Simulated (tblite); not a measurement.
Record of a relaxation.

Compound: C₄H₇FGeO₂.
Numbering: `[CH3:1][CH2:2][Ge:3]([F:4])([CH:5]=[O:6])[CH:7]=[O:8]` (hydrogens: H9, H10, H11 on C1; H12, H13 on C2; H14 on C5; H15 on C7)

Computed with GFN2-xTB (tblite), gas phase: L-BFGS steps from a force-field or distance-geometry start until the largest atomic force falls under 0.01 eV/Å. 7 of its 191 geometries are shown.

Step 0: E = -730.7645 eV, largest atomic force 3.223 eV/Å
```
atom  x, y, z in Å  |  force x, y, z in eV/Å
C1     -1.710   -0.408    0.597   -0.662   0.206   0.343
C2     -1.022   -0.513   -0.758   -0.464  -0.508  -0.332
Ge3     0.833    0.114   -0.623   -0.969  -0.394  -1.107
F4      1.570    0.039   -2.221    0.106   0.033  -0.061
C5      0.841    1.935   -0.006   -0.871   2.699  -1.531
O6      0.269    2.802   -0.660    0.803  -1.154   1.162
C7      1.813   -0.979    0.596    2.995  -0.241   0.772
O8      2.993   -0.738    0.825   -1.417  -0.456  -0.017
H9     -2.757   -0.774    0.506    0.696   0.268   0.167
H10    -1.745    0.653    0.937    0.020  -0.766  -0.138
H11    -1.195   -1.021    1.357   -0.249   0.344  -0.273
H12    -1.562    0.089   -1.500    0.077  -0.308   0.105
H13    -1.017   -1.576   -1.069   -0.143   0.484  -0.102
H14     1.361    2.194    0.903    0.265   0.246   0.652
H15     1.323   -1.808    1.095   -0.187  -0.453   0.360
```

Step 32: E = -731.3095 eV, largest atomic force 0.173 eV/Å
```
atom  x, y, z in Å  |  force x, y, z in eV/Å
C1     -1.966   -0.479    0.571   -0.039   0.010   0.091
C2     -1.111   -0.521   -0.684   -0.031  -0.030   0.042
Ge3     0.769    0.166   -0.369    0.117   0.039   0.121
F4      1.510    0.017   -1.992   -0.031  -0.015  -0.031
C5      0.988    2.233   -0.084   -0.065  -0.084   0.067
O6      0.276    2.968   -0.689   -0.051   0.073  -0.050
C7      2.061   -1.134    0.641   -0.014   0.063  -0.024
O8      3.178   -0.817    0.904    0.036   0.016   0.050
H9     -2.965   -0.867    0.378    0.015  -0.007  -0.064
H10    -2.066    0.542    0.931   -0.008   0.023   0.037
H11    -1.520   -1.082    1.359    0.006   0.004   0.071
H12    -1.575    0.071   -1.472    0.085  -0.031  -0.066
H13    -1.001   -1.550   -1.028   -0.054  -0.008  -0.132
H14     1.738    2.609    0.633    0.070  -0.087  -0.058
H15     1.681   -2.147    0.878   -0.036   0.036  -0.054
```

Step 63: E = -731.4039 eV, largest atomic force 0.401 eV/Å
```
atom  x, y, z in Å  |  force x, y, z in eV/Å
C1     -2.059   -0.489    0.566    0.066  -0.014  -0.057
C2     -1.147   -0.505   -0.656   -0.007  -0.018   0.048
Ge3     0.756    0.134   -0.334   -0.071   0.118   0.086
F4      1.406   -0.126   -1.987    0.089  -0.031  -0.057
C5      1.069    2.175   -0.143    0.358  -0.155   0.093
O6      0.170    2.950   -0.129   -0.260   0.218  -0.011
C7      2.124   -1.043    0.694   -0.075  -0.108  -0.023
O8      2.946   -0.607    1.437   -0.008   0.029   0.007
H9     -3.045   -0.882    0.306    0.123   0.093   0.018
H10    -2.178    0.524    0.955    0.015  -0.128  -0.047
H11    -1.639   -1.121    1.353   -0.083   0.105  -0.037
H12    -1.516    0.138   -1.459   -0.083  -0.055   0.117
H13    -1.067   -1.520   -1.050    0.004   0.013  -0.046
H14     2.126    2.506   -0.048   -0.127  -0.085  -0.082
H15     2.049   -2.126    0.475    0.059   0.020  -0.010
```

Step 95: E = -731.4563 eV, largest atomic force 0.113 eV/Å
```
atom  x, y, z in Å  |  force x, y, z in eV/Å
C1     -2.075   -0.486    0.573    0.009  -0.002   0.001
C2     -1.155   -0.517   -0.636    0.004   0.011   0.002
Ge3     0.741    0.135   -0.278    0.015  -0.002   0.000
F4      1.500   -0.141   -1.893    0.008  -0.030   0.005
C5      1.075    2.165   -0.221   -0.020   0.009  -0.023
O6      0.324    2.971    0.230    0.013   0.001   0.013
C7      2.099   -1.040    0.756    0.084   0.047   0.060
O8      2.577   -0.764    1.811   -0.087  -0.028  -0.049
H9     -3.075   -0.809    0.286    0.015  -0.015   0.008
H10    -2.149    0.520    0.982    0.019   0.001  -0.012
H11    -1.709   -1.149    1.354   -0.016   0.000   0.015
H12    -1.533    0.132   -1.427   -0.003  -0.001  -0.012
H13    -1.069   -1.527   -1.041    0.001   0.013   0.011
H14     2.029    2.449   -0.705   -0.015   0.020   0.011
H15     2.414   -1.933    0.187   -0.027  -0.024  -0.032
```

Step 127: E = -731.4824 eV, largest atomic force 0.144 eV/Å
```
atom  x, y, z in Å  |  force x, y, z in eV/Å
C1     -1.967   -0.440    0.609    0.008   0.012   0.001
C2     -1.096   -0.522   -0.634    0.018   0.021  -0.009
Ge3     0.794    0.151   -0.323    0.020   0.002   0.028
F4      1.612   -0.158   -1.899    0.002  -0.018  -0.019
C5      1.004    2.198   -0.330   -0.036   0.000   0.014
O6      0.414    2.946    0.382    0.014   0.008  -0.009
C7      1.991   -1.094    0.802   -0.037  -0.062  -0.125
O8      2.025   -1.146    1.988    0.009   0.009   0.129
H9     -2.986   -0.742    0.371    0.015  -0.023   0.032
H10    -1.994    0.578    0.995   -0.017   0.011  -0.013
H11    -1.583   -1.088    1.395   -0.023  -0.011  -0.005
H12    -1.508    0.090   -1.437   -0.010  -0.005  -0.018
H13    -1.018   -1.549   -0.996   -0.008   0.014   0.006
H14     1.711    2.548   -1.106    0.017   0.005  -0.002
H15     2.596   -1.764    0.162    0.027   0.038  -0.010
```

Step 158: E = -731.4907 eV, largest atomic force 0.036 eV/Å
```
atom  x, y, z in Å  |  force x, y, z in eV/Å
C1     -1.967   -0.418    0.634   -0.009  -0.007  -0.004
C2     -1.100   -0.514   -0.613   -0.019   0.004  -0.006
Ge3     0.796    0.147   -0.332   -0.022  -0.020  -0.020
F4      1.603   -0.199   -1.911   -0.004   0.025   0.019
C5      1.020    2.195   -0.364    0.012   0.007   0.013
O6      0.421    2.949    0.335    0.001   0.005  -0.010
C7      1.984   -1.106    0.787    0.001  -0.013   0.002
O8      1.821   -1.364    1.937    0.016  -0.007  -0.008
H9     -2.957   -0.820    0.426    0.003   0.009   0.018
H10    -2.078    0.617    0.953    0.021  -0.016  -0.004
H11    -1.532   -0.986    1.455   -0.008   0.012  -0.015
H12    -1.522    0.080   -1.425   -0.009  -0.003  -0.007
H13    -1.025   -1.547   -0.956    0.013   0.003   0.005
H14     1.740    2.539   -1.129    0.000  -0.008  -0.006
H15     2.789   -1.563    0.182    0.003   0.010   0.022
```

Step 190: E = -731.4935 eV, largest atomic force 0.009 eV/Å
```
atom  x, y, z in Å  |  force x, y, z in eV/Å
C1     -1.967   -0.407    0.649   -0.001   0.001  -0.002
C2     -1.117   -0.535   -0.606    0.001   0.001  -0.001
Ge3     0.778    0.141   -0.341   -0.002  -0.008  -0.003
F4      1.599   -0.175   -1.917   -0.002  -0.001   0.003
C5      1.028    2.186   -0.382    0.001   0.003  -0.001
O6      0.419    2.962    0.285    0.002  -0.001   0.001
C7      1.985   -1.098    0.778    0.000   0.003  -0.005
O8      1.738   -1.478    1.879    0.003  -0.001   0.001
H9     -2.967   -0.795    0.463   -0.002  -0.002   0.001
H10    -2.055    0.634    0.951    0.003   0.000   0.003
H11    -1.528   -0.968    1.472   -0.004   0.000   0.002
H12    -1.549    0.033   -1.431    0.005   0.000  -0.001
H13    -1.034   -1.577   -0.918   -0.004   0.003  -0.002
H14     1.776    2.505   -1.131   -0.002   0.002   0.001
H15     2.888   -1.420    0.228    0.002   0.001   0.004
```

Question: Summarise the path.

Answer: The energy falls by 0.7289 eV from step 0 to step 190; nine tenths of that is first reached at step 69. It rises by more than 0.2 meV at steps 84, 90, 93, 96, 99, 102 and 111. The largest force goes from 3.223 to 0.009 eV/Å. Among the bonds Ge3–C7 changes most, from 1.908 to 2.060 Å; the atoms move by 0.918 Å rms after alignment.

What follows is the cost of the whole relaxation. Hardware: one thread of an Arm Neoverse N1, on a shared host. Cost: 2.2 s of wall time.
